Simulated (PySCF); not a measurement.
C3H5F3, SMILES C(F)([C@H](F)C)F.

Geometry optimised at B3LYP-D3(BJ)/def2-SVP. The structure was generated by enumeration; whether it is a known compound was not checked. Other conformers were not sampled.

Vertical ionisation energy (IE) and electron affinity (EA) in eV. Rows of orbital energies are one-electron estimates. Where ΔSCF, EOM or ADC give a negative EA the extra electron is unbound and the value depends on the basis.

| level | IE | EA |
|---|---|---|
| −ε(HOMO), −ε(LUMO), PBE0/def2-TZVP (PySCF) | 9.43 | -1.00 |
| −ε(HOMO), −ε(LUMO), PBE/def2-TZVP (PySCF) | 7.70 | -0.16 |
